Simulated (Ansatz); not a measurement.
`CS[Si](Cl)(Cl)Cl` + H₂ → `CS[SiH](Cl)Cl` + HCl at 700 K and 1 bar (hydrogenolysis of the Si–Cl bond).

Calculated with Ansatz (gas phase, PBE0-D4/def2-TZVP geometries, no zero-point term in ΔE). CBS: MP2 limit from def2 TZ/QZ plus the TZ coupled-cluster correction, frozen cores. This one scheme is used for every species. One conformer a species, not always the lowest.

```csv
species,CCSD(T)/CBS energy (Eh),H − E (kJ/mol),S (J/(mol·K))
`CS[Si](Cl)(Cl)Cl`,-2106.23785,203.4,523.5
H₂,-1.17544,46.8,155.3
`CS[SiH](Cl)Cl`,-1647.00366,213.0,485.2
HCl,-460.38127,38.4,211.8
```

H − E and S are ideal-gas, rigid-rotor, harmonic terms from PBE0-D4/def2-TZVP, for one conformer and one mirror image of each species. For small species the MP2-based limit differs from directly extrapolated CCSD(T) by up to some mEh (0.8 for H₂); such offsets cancel only in part. 1 Eh = 2625.50 kJ/mol, R = 8.31446 J/(mol·K).

Problem. By hand: ΔE, ΔH, ΔS and ΔG.

Solution. ΔE = (-1647.00366) + (-460.38127) − (-2106.23785) − (-1.17544) = 0.02836 Eh = 74.5 kJ/mol. Δ(H − E) = 213.0 + 38.4 − 203.4 − 46.8 = 1.2, so ΔH = 75.7 kJ/mol. ΔS = 485.2 + 211.8 − 523.5 − 155.3 = 18.2 J/(mol·K). ΔG = 75.7 − 700 × (18.2)/1000 = 63.0 kJ/mol.

Problem. By hand: the equilibrium constant, and the temperature at which ΔG would vanish if ΔH and ΔS stayed fixed.

Solution. log₁₀ K = −ΔG/(RT ln 10) = -4.7. ΔG = 0 at ΔH/ΔS = 4159 K, far beyond where these terms or the molecules hold.

ΔH outweighs TΔS. A doubt of 5 kJ/mol in ΔE shifts log₁₀ K by 0.4 here. Other conformers and mirror images would add mixing entropy, several J/(mol·K) or more a flexible species. Modes under 60 cm⁻¹, often nearly free rotors, make the harmonic entropy too high. These are equilibria of isolated gas molecules and say nothing of rates. Largest T1 diagnostic: 0.010 (customary marks: 0.02 for closed shells, 0.045 for open ones).
